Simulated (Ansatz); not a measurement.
The same group exchange along the group O, S, Se.

Isolated molecules relaxed with PBE0-D4/def2-TZVP in Ansatz; ΔE leaves out vibrations. CCSD(T)/CBS is the MP2 limit (def2-TZVPP, def2-QZVPP) plus CCSD(T) − MP2 in def2-TZVPP, frozen cores. This one scheme is used for every species. Functionals use def2-TZVPP. B3LYP here is the variant with VWN-RPA as its local correlation; programs differ in this. For Se outer-core shells are correlated without core-valence functions, which leaves a few kJ/mol of doubt a bond. Scalar relativity is left out up to krypton. Each species was taken in one conformer, which may not be the lowest.

| reaction | CCSD(T)/CBS(def2) (kcal/mol) |
| --- | --- |
| `O[SiH2]N[SiH3]` + `C[SiH3]` → `C[SiH2][SiH2]O` + `N[SiH3]` | 21.4 |
| `[SiH3]N[SiH2]S` + `C[SiH3]` → `C[SiH2][SiH2]S` + `N[SiH3]` | 16.3 |
| `[SiH3]N[SiH2][SeH]` + `C[SiH3]` → `C[SiH2][SiH2][SeH]` + `N[SiH3]` | ? |

(1) Fill in the missing values. (Estimate.)

Largest T1 diagnostic: 0.012, for `C[SiH2][SiH2]O`.

Results:

(1) Computed: `[SiH3]N[SiH2][SeH]` + `C[SiH3]` → `C[SiH2][SiH2][SeH]` + `N[SiH3]`: +15.1 kcal/mol.
